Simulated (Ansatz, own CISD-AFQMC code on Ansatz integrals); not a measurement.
C2H6Si, SMILES `C=C[SiH3]` (charge 0, multiplicity 1).

Z-matrix (Å, degrees):
```
C
C 1 1.3316
H 2 1.0850 1 121.83
H 2 1.0850 3 115.95 1 -179.98
H 1 1.0881 2 117.93 3 -179.97
Si 1 1.8629 5 118.42 2 179.99
H 6 1.4821 1 109.12 5 180.00
H 6 1.4837 7 109.36 3 121.23
H 6 1.4837 7 109.36 8 117.55
```
Charge 0, spin multiplicity 1.

Frozen-core correlation energies in cc-pVDZ at a geometry from B3LYP-D3(BJ)/def2-TZVP, on an HF energy of -368.13456 Ha (<S^2> = 0.00). Wave-function levels are from Ansatz, the walk from an own CISD-AFQMC code on Ansatz integrals (time step 0.005/Ha, trial state from CCSD amplitudes, largest double 0.11).

| level | correlation energy (mHa) |
|---|---|
| MP2 | -373.6 |
| CCSD | -422.1 |
| CCSD(T) | -435.6 |

What correlation energy does phaseless AFQMC give, and where does it lie among these levels?

-437.0 ± 0.4 mHa (one standard error). AFQMC minus each level: MP2 -63.5 mHa, CCSD -14.9 mHa, CCSD(T) -1.4 mHa.
